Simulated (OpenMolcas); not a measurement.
## C II: from CASSCF to CASPT2

* Program: OpenMolcas
* Basis: ANO-RCC-VTZP [4s3p2d1f]
* Scalar Hamiltonian: DKH2, point nucleus
* Active space: 3 electrons in 4 orbitals (2s 2p)
* State averaging: 2S+1 = 4 odd, 1 root; 2S+1 = 2 odd, 11 roots kept (CI in the orbitals of an earlier block); 2S+1 = 4 even, 3 roots; 2S+1 = 2 even, 9 roots kept (CI in the orbitals of an earlier block)
* Spin-orbit coupling: RASSI with atomic mean-field integrals over the reference wave functions, term energies averaged over their components

Methods on the same reference wave functions:
A. CASSCF
B. SS-CASPT2, IPEA 0.25 Eh, imaginary shift 0.1 Eh (closed shells correlated: 1s)
C. MS-CASPT2, IPEA 0.25 Eh, imaginary shift 0.1 Eh (closed shells correlated: 1s)

Energies in cm-1 above 2s2 2p 2P* 1/2, the measured ground level; measured values from NIST Handbook of Basic Atomic Spectroscopic Data.

```csv
Level,A,B,C,Measured
2s2 2p 2P* 1/2,0.0,0.0,0.0,0.0
2s2 2p 2P* 3/2,58.4,58.4,58.6,63.4
2s 2p2 4P 1/2,35681,41040,41060,43003
2s 2p2 4P 3/2,35702,41060,41080,43025
2s 2p2 4P 5/2,35736,41100,41110,43054
2s 2p2 2D 3/2,79828,74810,74820,74933
2s 2p2 2D 5/2,79828,74810,74820,74930
2s 2p2 2S 1/2,102951,97310,97320,96494
2s 2p2 2P 1/2,121780,112890,112910,110624
2s 2p2 2P 3/2,121821,112940,112950,110666
2p3 4S* 3/2,137750,140560,140570,142027
2p3 2D* 3/2,160354,152270,152290,150467
2p3 2D* 5/2,160354,152270,152290,150462
2p3 2P* 1/2,183880,173450,173480,168730
2p3 2P* 3/2,183883,173460,173490,168748
```

Deviations, from unrounded energies. A percentage is the sum of absolute deviations over the sum of measured energies, with the sign that they share, or ± where signs differ.

```csv
Against measurement,Levels,A,B,C
mean absolute deviation (cm-1),14,8200,1900,1900
fine structure of the ground term (%),1,-7.9,-7.9,-7.6
other configurations (%),13,±8.3,±1.9,±1.9
```

B, C lie about equally close to measurement and A furthest from it. The largest miss of B in the table is 2p3 2P* 1/2, by +4700 cm-1. The ranking rests on the paired levels alone, and a cruder setting can come out closer through cancelling errors.

Between B and C the level of the table that moves most is 2p3 2P* 1/2, by 32 cm-1 (lowest in B, highest in C). Moves below CASPT2's spread within the term are not significant.

The two smallest mean deviations differ by little beside CASPT2's spread within terms, so their order carries little weight.

The lowest spin-free term lies below A's lowest term by 0.047 hartree in B, 0.047 hartree in C.

CASPT2 does not keep the components of a term degenerate, so their means are used; among the terms shown or strongly mixed into the levels shown the widest spread is 1200 cm-1 (2p3 2D*, C). Terms from blocks run as CI alone lack orbitals of their own. Without dynamic correlation excited terms often stand tens of per cent too high (terms of higher spin than the ground term too low), and those without a measured partner can miss by more than the paired ones (holds for A). Measured partners are found by configuration, term and J. A level has none where our copy of the source lacks it or the pairing is in doubt (some pairs that miss far off the trend of their configuration count as doubtful), and it then counts in no deviation. Only configurations of the active space appear.

* marks odd parity.
